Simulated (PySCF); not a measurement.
# A single-point calculation

WO(OH)4 (singlet). PySCF 2.14.0, RKS B3LYP, W def2-SVP with ECP60, O def2-SVP, H def2-SVP; non-relativistic Hamiltonian with scalar-relativistic core potentials where named; density fitting; no spin-orbit coupling. Purpose: singlet excitations, Tamm-Dancoff B3LYP.

```python
mol = gto.M(atom='''
W      0.05784     0.06408    -0.19335
O     -0.13474    -0.19075     1.51161
O      0.02616    -0.06468    -2.11028
H     -0.32557    -0.65494    -2.78640
O      1.95404     0.01341    -0.18530
H      2.40413    -0.06915     0.66855
O     -0.70874     1.79730    -0.23575
H     -0.96447     2.19756     0.60849
O     -1.02095    -1.52870    -0.42066
H     -1.28769    -1.90095     0.43414''',
    basis={'W': 'def2-SVP', 'O': 'def2-SVP', 'H': 'def2-SVP'},
    ecp={'W': 'def2-SVP'},
    charge=0, spin=0)
mf = dft.RKS(mol, xc='B3LYP')
mf.grids.atom_grid = (50, 194)
mf = mf.density_fit()  # fitting sets: W def2-universal-JKFIT, O def2-universal-JKFIT, H def2-universal-JKFIT
mf.conv_tol = 1e-08; mf.max_cycle = 55
mf.kernel(dm0)  # dm0: converged density of the relaxed state
td = mf.TDA(); td.nstates = 8; td.kernel()
```

Run from Python with OMP_NUM_THREADS=2; the lines above give its settings. Where DIIS fails, smearing, a level shift and second-order steps follow.
It took 59 s on 2 threads of Arm Neoverse V2, with other jobs on the host, from an already converged density.

(1) Where do the frontier levels lie, over both spins?

(2) What are the Mulliken charges and spins?

(3) Which singlet excitations follow (Tamm-Dancoff, 8 states)?

The geometry was relaxed with B3LYP (W def2-SVP with ECP60, O def2-SVP, H def2-SVP).

## Answers

(1) HOMO -8.49 eV, LUMO -1.83 eV. 

(2) 
```
atom  charge (e)  spin (e)
  W1       1.148     0.000
  O2      -0.408     0.000
  O3      -0.443     0.000
  H4       0.212     0.000
  O5      -0.391     0.000
  H6       0.232     0.000
  O7      -0.390     0.000
  H8       0.232     0.000
  O9      -0.407     0.000
 H10       0.215     0.000
```

(3) 
```tsv
state	eV	oscillator strength
1	5.08	0.0005
2	5.23	0.0005
3	5.24	0.0004
4	5.61	0.0000
5	5.80	0.0024
6	5.92	0.0017
7	5.96	0.0102
8	6.07	0.0009
```
Functionals without range separation put charge-transfer states too low; the basis has no diffuse functions.
